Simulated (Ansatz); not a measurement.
Basis-set extrapolation for `C[B-](C)([SH2+])Cl` (PBE0-D4/def2-TZVP geometry, frozen core, Ansatz). Multiplicity 1, RHF reference.

|  | def2-TZVPP | def2-QZVPP |
| --- | --- | --- |
| HF | -962.215818 | -962.244655 |
| MP2 correlation | -0.857652 | -0.922893 |
| CCSD(T) correlation | -0.963604 | not run |

Energies in hartree. Use E(X) = E(∞) + A·exp(−7.88·√X) for Hartree–Fock and E(X) = E(∞) + B·X^(−2.97) for correlation, with X = 3 and 4, and add CCSD(T) minus MP2 of the smaller set to the MP2 limit.

Task: What is the CCSD(T) energy at the basis-set limit?

Result: HF limit: -962.244655 + (-0.028837) × 0.13774 = -962.24863. MP2 limit: -0.922893 + (-0.065241) × 0.74074 = -0.97122. Higher-order term: -0.963604 − (-0.857652) = -0.10595. Total: -963.32580 hartree, 384.3 kJ/mol below CCSD(T)/def2-TZVPP.
